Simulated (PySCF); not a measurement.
B3H5N3, SMILES [N]1BNBNB1 (connectivity only; charge and spin as stated), charge -1, multiplicity 1. Atoms are numbered in the order given.

```xyz
11

B      0.0000     1.1918    -0.8052
N      0.0000     0.0000    -1.5257
B      0.0000    -1.1918    -0.8052
N      0.0000    -1.2115     0.6694
B      0.0000     0.0000     1.4108
N      0.0000     1.2115     0.6694
H      0.0000     2.3196    -1.3187
H      0.0000    -2.3196    -1.3187
H      0.0000    -2.0971     1.1546
H      0.0000     0.0000     2.6338
H      0.0000     2.0971     1.1546
```
Charge -1, spin multiplicity 1.

The structure is a stationary point at PBE0-D3(BJ)/def2-SVPD. The multiplicity is an assumed one; no other spin state was optimised. The isomer is the one that the SMILES or the coordinates give; other isomers of the formula were not compared.

All values below come from PBE0-D3(BJ)/def2-SVPD (PySCF).

No scaling factor is applied to the harmonic values.

```tsv
mode	ν (cm⁻¹)	IR (km/mol)	moving atoms (share of kinetic energy)
1	235	0.0	N 39 %, H 36 %, B 26 %
2	296	0.4	N 46 %, H 29 %, B 25 %
3	417	2.9	H 54 %, N 32 %, B 14 %
4	488	4.1	N 58 %, B 36 %
5	551	0.0	N 56 %, B 36 %
6	712	0.0	H 85 %, N 12 %
7	722	43.1	H 79 %, B 17 %
8	836	0.2	N 92 %
9	875	54.4	H 54 %, B 38 %, N 8 %
10	888	3.8	H 49 %, B 38 %, N 13 %
11	890	0.0	H 58 %, B 38 %
12	903	82.2	H 65 %, B 27 %, N 9 %
13	919	19.3	B 83 %, H 15 %
14	995	0.9	H 60 %, B 26 %, N 14 %
15	1014	0.1	H 93 %
16	1054	3.3	H 78 %, N 14 %, B 8 %
17	1122	0.8	H 64 %, B 25 %, N 11 %
18	1283	0.2	H 49 %, N 41 %, B 11 %
19	1341	2.8	B 52 %, N 25 %, H 23 %
20	1354	241.6	B 65 %, H 21 %, N 14 %
21	1420	284.9	N 46 %, H 32 %, B 22 %
22	1534	716.5	B 54 %, N 41 %
23	2340	918.4	H 92 %
24	2355	182.5	H 91 %, B 9 %
25	2471	303.8	H 91 %, B 9 %
26	3656	2.9	H 93 %
27	3658	0.1	H 93 %
```
